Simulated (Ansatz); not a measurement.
Input file for Ansatz (a program for electronic structure): U-CCSD(T)/cc-pV(T+d)Z on ClH2Si (SMILES [SiH2]Cl), 2S+1 = 2, atoms moved off the minimum. Files ending in .json are basis or fitting sets from the Basis Set Exchange.

Ansatz 0.2 input:
```yaml
crystal:
  periodic: [false, false, false]
  atoms:
    - {symbol: Si, position_ang: [-0.91418565, 0.00047762, 0.45552393]}
    - {symbol: Cl, position_ang: [0.91376939, -0.01592559, -0.25124299]}
    - {symbol: H, position_ang: [-1.62281541, 1.34404429, -0.24430733]}
    - {symbol: H, position_ang: [-1.59166029, -1.12692441, -0.27606430]}
basis:
  gaussian:
    orbitals: cc-pV_T+d_Z.json
magnetization: {spin_polarized: true, initial_magnetization: 1}
correlation: {method: ccsd_t, electrons: outside_noble_gas}
scf: {omitted_lower_state_checks: [cluster_reference]}
output: {forces: true}
```

Program output:

```
Functional definition: HF
[...]
these checks for a lower state are left out or cut short: cluster_reference
integrals: 0.21 GiB planned
630 factors; integrals over basis functions are off by at most 6.0e-4 eV
mean field: 0.25 GiB planned
mean field evaluation 1: about -20397.2821 eV, gradient 9.0e0 eV
mean field evaluation 2: about -20397.2845 eV, gradient 9.0e0 eV
mean field evaluation 4: about -20398.1900 eV, gradient 1.7e0 eV
mean field evaluation 8: about -20398.2347 eV, gradient 1.2e-3 eV
mean field -20398.23472040 eV, -749.6212995548 hartree, gradient 3.7e-6 eV, S^2 0.755870; 0 other end points of the search recorded, 0 dependent functions left out
10 core orbitals not correlated
reference -20398.23472040 eV, -749.6212995548 hartree; 7, 6 occupied and 89, 90 virtual orbitals, 630 factors
densities: 1.00 GiB planned
second order -8.02316996 eV of doubles, -0.00000000 eV of singles
coupled cluster: 0.66 GiB planned
cycle   1  -8.68048266 eV  change   -6.6e-1 eV  update   6.5e-2
cycle   2  -8.95081941 eV  change   -2.7e-1 eV  update   2.3e-2
cycle   3  -8.98081500 eV  change   -3.0e-2 eV  update   1.0e-2
cycle   4  -8.97614994 eV  change    4.7e-3 eV  update   4.2e-3
cycle   5  -8.97642690 eV  change   -2.8e-4 eV  update   1.7e-3
cycle   6  -8.97666612 eV  change   -2.4e-4 eV  update   7.0e-4
cycle   7  -8.97675899 eV  change   -9.3e-5 eV  update   2.6e-4
cycle   8  -8.97682241 eV  change   -6.3e-5 eV  update   8.6e-5
cycle   9  -8.97680908 eV  change    1.3e-5 eV  update   3.9e-5
cycle  10  -8.97680719 eV  change    1.9e-6 eV  update   2.0e-5
cycle  11  -8.97681084 eV  change   -3.6e-6 eV  update   9.6e-6
cycle  12  -8.97680800 eV  change    2.8e-6 eV  update   3.8e-6
cycle  13  -8.97680671 eV  change    1.3e-6 eV  update   1.5e-6
perturbative correction -0.35143858 eV, -0.0129151297 hartree
the calculation of the forces begins
Total energy: -20407.56296569 eV, -749.9641062462 hartree
Atom 0 at    -0.914186     0.000478     0.455524 Å, force    -3.204850     1.519389    -1.241621 eV/Å
Atom 1 at     0.913769    -0.015926    -0.251243 Å, force     2.400006    -0.009408    -0.550574 eV/Å
Atom 2 at    -1.622815     1.344044    -0.244307 Å, force     0.809494    -1.531249     1.244127 eV/Å
Atom 3 at    -1.591660    -1.126924    -0.276064 Å, force    -0.004650     0.021269     0.548069 eV/Å
Dipole moment:    -0.083778    -0.046630     0.123852 e Å
Checks for a lower state left out: cluster_reference
```

The calculation finished and met its thresholds.

Cost: roughly 70 core-seconds.
